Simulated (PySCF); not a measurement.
H5Cl3Si3, singlet, at a GFN2-xTB geometry, atoms displaced at random by about 0.08 Å a coordinate; PySCF with TPSS/STO-3G, gradient by finite differences.

Here is a job for PySCF.
```python
from pyscf import gto, scf, dft

mol = gto.M(
    atom='''
Si   -3.208871    0.090424    0.375172
Si   -1.258954   -1.166961    0.031491
Si    0.706547   -0.051974   -0.081532
Cl    0.752631    1.280522   -1.745516
Cl    2.335327   -1.029719   -0.431059
Cl    0.794414    1.008909    1.559550
H    -3.245491    0.974019    1.367051
H    -3.400913    0.974093   -0.720250
H    -4.342240   -0.554779    0.569194
H    -1.102703   -2.167576    1.000127
H    -1.326457   -2.099160   -1.163172
''',
    basis='sto-3g',
    charge=0,
    spin=0,
    verbose=4,
)

mf = dft.RKS(mol)
mf.xc = 'tpss'
mf.conv_tol = 1e-11
mf.kernel()
scan, done = mf.as_scanner(), []
scan.scf_summary = {}
def energy(d):
    c = mol.atom_coords()
    c[6, 0] += d
    e = scan(mol.set_geom_(c, unit='Bohr', inplace=False))
    done.append(scan.converged)
    return e
h = 0.2
fd = (energy(h) - energy(-h)) / (2 * h)
print('dE/dx =', fd)
```

Problem. Predict the main parts of the log of this PySCF run.

Solution. 
```
PySCF version 2.14.0

[INPUT] verbose = 4
[INPUT] num. atoms = 11
[INPUT] num. electrons = 98
[INPUT] charge = 0
[INPUT] spin (= nelec alpha-beta = 2S) = 0
[INPUT] symmetry False subgroup None
[INPUT] Mole.unit = angstrom
[INPUT] Symbol           X                Y                Z      unit          X                Y                Z       unit  Magmom
[...]
nuclear repulsion = 711.543332273754
number of shells = 35
number of NR pGTOs = 177
number of NR cGTOs = 59
basis = sto-3g
ecp = {}

******** <class 'pyscf.dft.rks.RKS'> ********
method = RKS
initial guess = minao
damping factor = 0
level_shift factor = 0
DIIS = <class 'pyscf.scf.diis.CDIIS'>
diis_start_cycle = 1
diis_space = 8
diis_damp = 0
SCF conv_tol = 1e-11
SCF conv_tol_grad = None
SCF max_cycles = 50
direct_scf = True
direct_scf_tol = 1e-13
XC library pyscf.dft.libxc version 7.1.2
    S. Lehtola, C. Steigemann, M. J. T. Oliveira, and M. A. L. Marques,  SoftwareX 7, 1–5 (2018)
XC functionals = tpss
    J. Tao, J. P. Perdew, V. N. Staroverov, and G. E. Scuseria,  Phys. Rev. Lett. 91, 146401 (2003)
    J. P. Perdew, J. Tao, V. N. Staroverov, and G. E. Scuseria,  J. Chem. Phys. 120, 6898 (2004)
    J. Tao, J. P. Perdew, V. N. Staroverov, and G. E. Scuseria,  Phys. Rev. Lett. 91, 146401 (2003)
    J. P. Perdew, J. Tao, V. N. Staroverov, and G. E. Scuseria,  J. Chem. Phys. 120, 6898 (2004)
radial grids:
    Treutler-Ahlrichs [JCP 102, 346 (1995); DOI:10.1063/1.469408] (M4) radial grids

becke partition: Becke, JCP 88, 2547 (1988); DOI:10.1063/1.454033
pruning grids: <function nwchem_prune>
grids dens level: 3
symmetrized grids: False
atomic radii adjust function: <function treutler_atomic_radii_adjust>
small_rho_cutoff = 0
Set gradient conv threshold to 3.16228e-06
Initial guess from minao.
tot grids = 163224
init E= -2226.51565367919
[...]
cycle= 1 E= -2227.09114405628  delta_E= -0.575  |g|= 0.494  |ddm|= 3.83
[...]
cycle= 2 E= -2227.02868853549  delta_E= 0.0625  |g|= 0.653  |ddm|= 2.37
[...]
cycle= 3 E= -2227.20570222882  delta_E= -0.177  |g|= 0.0331  |ddm|= 1.37
[...]
cycle= 4 E= -2227.20618188477  delta_E= -0.00048  |g|= 0.0141  |ddm|= 0.122
[...]
cycle= 5 E= -2227.20628178315  delta_E= -9.99e-05  |g|= 0.00102  |ddm|= 0.035
[...]
cycle= 6 E= -2227.20628224061  delta_E= -4.57e-07  |g|= 0.000326  |ddm|= 0.00306
[...]
cycle= 7 E= -2227.20628229017  delta_E= -4.96e-08  |g|= 4.52e-05  |ddm|= 0.00079
[...]
cycle= 8 E= -2227.20628229121  delta_E= -1.04e-09  |g|= 6.96e-06  |ddm|= 0.000118
[...]
[...]
converged SCF energy = -2227.20628229124
converged SCF energy = -2227.20895402058
[...]
  10 H     -1.102703000000  -2.167576000000   1.000127000000 AA   -2.083806666736  -4.096124994180   1.889966119783 Bohr
  11 H     -1.326457000000  -2.099160000000  -1.163172000000 AA   -2.506640446012  -3.966837491642  -2.198076515763 Bohr

******** <class 'pyscf.scf.hf.RKS_Scanner'> ********
method = RKS_Scanner
initial guess = minao
damping factor = 0
level_shift factor = 0
DIIS = <class 'pyscf.scf.diis.CDIIS'>
diis_start_cycle = 1
diis_space = 8
diis_damp = 0
SCF conv_tol = 1e-11
SCF conv_tol_grad = None
SCF max_cycles = 50
direct_scf = True
direct_scf_tol = 1e-13
XC library pyscf.dft.libxc version 7.1.2
    S. Lehtola, C. Steigemann, M. J. T. Oliveira, and M. A. L. Marques,  SoftwareX 7, 1–5 (2018)
XC functionals = tpss
    J. Tao, J. P. Perdew, V. N. Staroverov, and G. E. Scuseria,  Phys. Rev. Lett. 91, 146401 (2003)
    J. P. Perdew, J. Tao, V. N. Staroverov, and G. E. Scuseria,  J. Chem. Phys. 120, 6898 (2004)
    J. Tao, J. P. Perdew, V. N. Staroverov, and G. E. Scuseria,  Phys. Rev. Lett. 91, 146401 (2003)
    J. P. Perdew, J. Tao, V. N. Staroverov, and G. E. Scuseria,  J. Chem. Phys. 120, 6898 (2004)
radial grids:
    Treutler-Ahlrichs [JCP 102, 346 (1995); DOI:10.1063/1.469408] (M4) radial grids

becke partition: Becke, JCP 88, 2547 (1988); DOI:10.1063/1.454033
pruning grids: <function nwchem_prune>
grids dens level: 3
symmetrized grids: False
atomic radii adjust function: <function treutler_atomic_radii_adjust>
small_rho_cutoff = 0
Set gradient conv threshold to 3.16228e-06
tot grids = 163224
init E= -2227.19890061362
[...]
cycle= 1 E= -2227.20333591196  delta_E= -0.00444  |g|= 0.0138  |ddm|= 0.153
[...]
cycle= 2 E= -2227.20338935035  delta_E= -5.34e-05  |g|= 0.0117  |ddm|= 0.0689
[...]
cycle= 3 E= -2227.2034594847  delta_E= -7.01e-05  |g|= 0.00129  |ddm|= 0.0296
[...]
cycle= 4 E= -2227.20346025617  delta_E= -7.71e-07  |g|= 0.000323  |ddm|= 0.00343
[...]
cycle= 5 E= -2227.20346030116  delta_E= -4.5e-08  |g|= 5.23e-05  |ddm|= 0.000735
[...]
cycle= 6 E= -2227.20346030245  delta_E= -1.29e-09  |g|= 1e-05  |ddm|= 0.00014
[...]
cycle= 7 E= -2227.2034603025  delta_E= -4.73e-11  |g|= 2.42e-06  |ddm|= 2.53e-05
[...]
cycle= 8 E= -2227.20346030251  delta_E= -1.09e-11  |g|= 2.67e-07  |ddm|= 6.71e-06
[...]
cycle= 9 E= -2227.2034603025  delta_E= 2.73e-12  |g|= 5.73e-08  |ddm|= 9.42e-07
[...]
Extra cycle  E= -2227.20346030251  delta_E= -5e-12  |g|= 4.56e-08  |ddm|= 3.2e-07
converged SCF energy = -2227.20346030251
dE/dx = -0.013734295166614174
```
